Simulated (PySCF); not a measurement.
## Si (silicon, neutral) across methods

[Ne] 3s1 3p3, high-spin 5S determinant (an excited configuration). Computed with PySCF 2.14 in aug-cc-pV(T+d)Z (6s5p4d2f, 55 functions), with the non-relativistic Hamiltonian (point nucleus).

| method | E (hartree) | mean ε 2p β (eV) | mean ε 3s α (eV) | mean ε 3p α (eV) | Σ⟨r²⟩ (bohr²) | ⟨S²⟩ |
| --- | --- | --- | --- | --- | --- | --- |
| r2SCAN | -289.2135 | -97.884 | -13.184 | -5.765 | 32.34 | 6.000 |
| LDA | -288.0539 | -96.153 | -12.434 | -5.479 | 32.97 | 6.000 |
| LC-wPBE | -289.1307 | -101.85 | -17.939 | -9.197 | 32.11 | 6.000 |
| PW91 | -289.2028 | -96.220 | -12.473 | -5.481 | 32.67 | 6.000 |
| UHF | -288.76035 | -115.97 | -19.688 | -9.476 | 32.58 | 6.000 |
| PBE | -289.0723 | -96.057 | -12.439 | -5.456 | 32.73 | 6.000 |
| PBE0 | -289.1059 | -101.30 | -14.371 | -6.557 | 32.48 | 6.000 |
| wB97M-V | -289.1921 | -103.72 | -16.566 | -8.290 | 33.30 | 6.000 |
